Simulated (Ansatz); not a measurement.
Abstraction of H: SiH2(CH3)(CN) + C2HF4O → SiH(CH3)(CN) + C2H2F4O

Species: SiH2(CH3)(CN), singlet; C2HF4O `F[C](F)OC(F)F`, doublet; SiH(CH3)(CN), doublet; C2H2F4O (1,1′-oxybis[1,1-difluoromethane]) `FC(F)OC(F)F`, singlet. A radical takes H: the energy is the difference in strength between the Si–H bond broken and the C–H bond made.

Shapes, held fixed at every level: PBE0-D4/def2-TZVP. Flexible molecules stand in one conformer, not always the lowest. Programs: Ansatz 0.2.0. Electronic energies: no zero-point or thermal term.

(1) Estimate ΔE of this reaction.

Answers

(1) The highest level, CCSD(T)/CBS estimate, gives ΔE = -62.3 kJ/mol; the levels span -62.3 to -54.2. The column of differences is taken from that level and isn't an error. No measured value is set beside it here. Spin contamination: SiH(CH3)(CN) (⟨S²⟩ up to 0.81). Open shells run unrestricted. The CBS estimate extrapolates MP2 from def2-TZVPP and def2-QZVPP and adds CCSD(T) − MP2 in the triple-zeta set, cores frozen. Times are processor times on shared x86 and Arm servers, and rough.

```json
{"level": "MP2/def2-TZVPP", "kind": "perturbation theory", "ΔE (kJ/mol)": "-57.4", "less CCSD(T)/CBS estimate": "+4.9", "CPU time (sum over the molecules)": "–"}
{"level": "r2SCAN-D4/def2-TZVPP", "kind": "meta-GGA", "ΔE (kJ/mol)": "-57.8", "less CCSD(T)/CBS estimate": "+4.5", "CPU time (sum over the molecules)": "62 s"}
{"level": "B3LYP-D4/def2-TZVPP", "kind": "global hybrid", "ΔE (kJ/mol)": "-58.5", "less CCSD(T)/CBS estimate": "+3.8", "CPU time (sum over the molecules)": "52 s"}
{"level": "wB97M-V/def2-TZVPP", "kind": "range-separated hybrid", "ΔE (kJ/mol)": "-60.0", "less CCSD(T)/CBS estimate": "+2.3", "CPU time (sum over the molecules)": "2.1 min"}
{"level": "wB97X-V/def2-TZVPP", "kind": "range-separated hybrid", "ΔE (kJ/mol)": "-54.2", "less CCSD(T)/CBS estimate": "+8.1", "CPU time (sum over the molecules)": "95 s"}
{"level": "CCSD/def2-TZVPP", "kind": "coupled cluster or CI", "ΔE (kJ/mol)": "-61.9", "less CCSD(T)/CBS estimate": "+0.4", "CPU time (sum over the molecules)": "–"}
{"level": "CCSD(T)/CBS estimate", "kind": "coupled cluster or CI", "ΔE (kJ/mol)": "-62.3", "less CCSD(T)/CBS estimate": "0.0", "CPU time (sum over the molecules)": "28 min"}
```
